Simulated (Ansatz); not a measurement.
The cluster B₂W₂. The state is a singlet with charge 0. Geometry PBE0-D4/def2-TZVP, basis def2-TZVP, Ansatz.

Cartesian coordinates in Å:
```
W -0.386 -0.592 1.138
W 0.169 -0.890 -0.987
B 0.928 0.645 0.152
B -0.712 0.838 -0.304
```

```json
{"run": "A", "HOMO (eV)": "-4.89", "LUMO (eV)": "-2.92"}
{"run": "B", "HOMO (eV)": "-4.24", "LUMO (eV)": "-3.62"}
{"run": "C", "HOMO (eV)": "-4.32", "LUMO (eV)": "-3.60"}
{"run": "D", "HOMO (eV)": "-4.52", "LUMO (eV)": "-3.29"}
```

In the def2 sets W takes a core potential; there is no spin–orbit coupling. HSE06 is defined as in plane-wave codes, on full-range PBE exchange. No other spin state of charge 0 was run. Another isomer (singlet) lies 0.41 eV lower at PBE0-D4/def2-TZVP; other spin states weren't run for this one.

Q: The runs used HSE06, PBE, PBE0, r2SCAN. Estimate which is which.

A: A PBE0 (25 % exact exchange); B PBE (0 % exact exchange); C r2SCAN (0 % exact exchange); D HSE06 (range-separated). Exact exchange lowers occupied and raises empty levels; among semilocal functionals meta-GGAs tend to open the gap a little, and such runs are hard to tell apart. The gap grows from 0.62 eV (PBE) to 1.97 eV (PBE0). The restricted singlet is unstable towards broken spin symmetry in Hartree–Fock (as tested in another run); at PBE0-D4/def2-TZVP, PBE-D4/def2-TZVP, r2SCAN-D4/def2-TZVP, HSE06-D4/def2-TZVP this wasn't settled.
